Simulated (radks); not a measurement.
Problem. Radial electron density D(r) = 4 pi r^2 rho(r) of an atom or ion with 43 electrons. Calculated with a radial shooting solver on a logarithmic mesh with Libxc functionals: scalar-relativistic Kohn-Sham, MS2 meta-GGA, spin-polarised, spherical densities, finite nucleus; meta-GGA in the generalised Kohn-Sham scheme; Fermi nuclear charge, rms radius of each element as measured or else 0.836 A^(1/3) + 0.57 fm.

r (bohr)  D(r) (e/bohr)  spin D(r)
0.003771          8.857  0.0000474
0.00503           13.73  0.0000686
0.006762          20.76  0.0000897
0.009019          29.56  0.0000900
0.01213           39.78  0.0000168
0.0163            49.06  -0.000249
0.02174           54.17  -0.000882
0.02924           53.21   -0.00208
0.03931           48.13   -0.00323
0.05242           46.61  -0.000746
0.07048           54.90     0.0180
0.09476           66.40     0.0837
0.1264            64.43      0.236
0.1699            48.74      0.496
0.2266            43.17      0.722
0.3047            51.56      0.642
0.4097            45.44      0.180
0.5464            23.77     0.0178
0.7346            12.62      0.984
0.9877            12.80       2.68
1.317             9.733       3.37
1.771             4.656       2.53
2.381             2.093       1.26
3.176             1.084      0.395
4.27             0.4574     0.0279
5.695            0.1218    -0.0219
7.657           0.01586   -0.00627
10.29         0.0008607  -0.000506

What is the nuclear charge?

Solution. Z = 43. The innermost maximum, from 1s, lies near gamma/Z bohr with gamma = sqrt(1 - (Z/c)^2) = 0.949, here 0.0221 bohr (found: 0.0241), and its height grows with Z. The density is that of neutral technetium in [Kr] 4d5 5s2; the configuration itself is not fixed sharply by these data, and Z only to a few units. D(r) has 4 maxima, at r = 0.0241, 0.106, 0.330, 0.972 bohr, and minima at 0.0484, 0.213, 0.796 bohr, inside which lie 2.03, 11.10, 29.22 electrons.
